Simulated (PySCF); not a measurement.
Computed shifts of a molecule C5H10, B3LYP/pcSseg-1 (PySCF), GIAO, gas phase, equivalent atoms averaged, in ppm (number of nuclei): ¹³C: 38.0 (1), 35.7 (2), 26.6 (1), 23.1 (1). ¹H: 2.55 (1), 2.27 (2), 2.10 (1), 1.97 (1), 1.82 (2), 1.37 (3). References: ¹³C against TMS (σ = 181.3 ppm); ¹H against TMS (σ = 31.68 ppm), references at their B3LYP-D3(BJ)/def2-TZVP geometries, non-relativistic. Coordinates come from a B3LYP-D3(BJ)/def2-SVP optimisation. The values are those of a single conformer.

Problem. Identify the compound among the candidates.
A) C1CCCC1
B) C=C(C)CC
C) CC1CCC1
D) C[C@H]1C[C@@H]1C

Solution. C, CC1CCC1
